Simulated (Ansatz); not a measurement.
CH7OSbSi: where a starting geometry ends

The starting geometry of this gas-phase singlet was optimised with GFN2-xTB; its bonds are those of `[CH3][SbH][SiH2]O`.

```xyz
11

C    -1.0657   -1.4873    0.2844
O    -2.9490    1.6840   -1.2377
Sb   -0.0918    0.4452    0.1581
Si   -1.4978    1.2132   -1.8221
H    -1.2341   -1.9037   -0.7026
H    -0.4485   -2.1721    0.8543
H    -2.0178   -1.3818    0.7948
H     1.1023   -0.1581   -0.8942
H    -1.7174    0.2286   -2.8890
H    -1.0276    2.4662   -2.3922
H    -3.5273    1.0673   -0.7982
```

Question: Where would you expect an optimisation with r2SCAN-D4/def2-SVP to take it?

Answer: It keeps its bonds, and is `[CH3][SbH][SiH2]O`.

The energy falls by 0.15 eV over 20 steps:

```tsv
step	E − E(last) (eV)
1	0.149
3	0.017
5	0.006
7	0.001
9	0.000
12	0.000
14	0.000
16	0.000
18	0.000
20	0.000
```

Final geometry (Å):

| atom | x (Å) | y (Å) | z (Å) |
| --- | --- | --- | --- |
| C | -1.0401 | -1.5351 | 0.2696 |
| O | -3.0467 | 1.8214 | -1.2687 |
| Sb | -0.0819 | 0.4431 | 0.2138 |
| Si | -1.5555 | 1.2423 | -1.7653 |
| H | -1.1877 | -1.9366 | -0.7422 |
| H | -0.4044 | -2.2196 | 0.8489 |
| H | -2.0113 | -1.4448 | 0.7780 |
| H | 1.0975 | -0.0528 | -0.9398 |
| H | -1.7158 | 0.1111 | -2.7416 |
| H | -0.8965 | 2.3877 | -2.4536 |
| H | -3.6323 | 1.1845 | -0.8436 |

No frequencies were run, so the end isn't proven a minimum. Atoms past krypton carry core potentials, without spin–orbit terms. Run with Ansatz 0.2.0, 53 s on 2 threads of Arm Neoverse V1, with other jobs on the host.
